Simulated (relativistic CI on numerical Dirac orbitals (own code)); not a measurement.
**Ti2+: M2,3 absorption edge**

Computed with this model: Dirac-Coulomb-Breit CI, KLI orbitals optimised for each configuration, model QED, valence Slater integrals scaled by 0.8, multiplet model of core-to-valence dipole absorption; configurations [Ar] 3d2 → [Ne] 3s2 3p5 3d3; 10 K; Lorentzian 0.8 eV and Gaussian 0.3 eV FWHM. Energies are those of the free ion, without screening or charge transfer. The branching ratio is the share of the lower-energy edge in the whole absorption, uncertain by about 0.02 where the edges overlap. S is read from ⟨S²⟩ = S(S + 1).

Field parameters in Wybourne normalisation: Td as Oh with Dq negative (B⁴₀ = 21Dq, B⁴₄ = √(5/14) B⁴₀). The field is a parameter set, without covalency.

Computed curve for Td, 10Dq = -6900 cm⁻¹, scaled to 100 at the maximum (points under 2 are left out and the grid is thinned):

(Energy (eV), Intensity): (35.5, 2.0), (35.9, 2.2), (36.3, 2.4), (36.7, 2.6), (37.1, 3.1), (37.5, 4.5), (37.9, 5.5), (38.3, 7.8), (38.7, 9.1), (39.1, 9.5), (39.5, 7.4), (39.9, 6.4), (40.3, 8.3), (40.7, 13.5), (41.1, 23.3), (41.5, 50.1), (41.9, 59.1), (42.3, 29.1), (42.7, 14.2), (43.1, 9.1), (43.5, 7.6), (43.9, 8.0), (44.3, 11.7), (44.7, 18.2), (45.1, 18.3), (45.5, 22.9), (45.9, 46.7), (46.3, 95.8), (46.7, 72.5), (47.1, 30.5), (47.5, 15.7), (47.9, 11.1), (48.3, 11.9), (48.7, 20.6), (49.1, 28.8), (49.5, 15.5), (49.9, 7.2), (50.3, 4.1), (50.7, 2.8), (51.1, 2.1)

The ground state has S = 1.00, and the centroid lies at 44.57 eV.
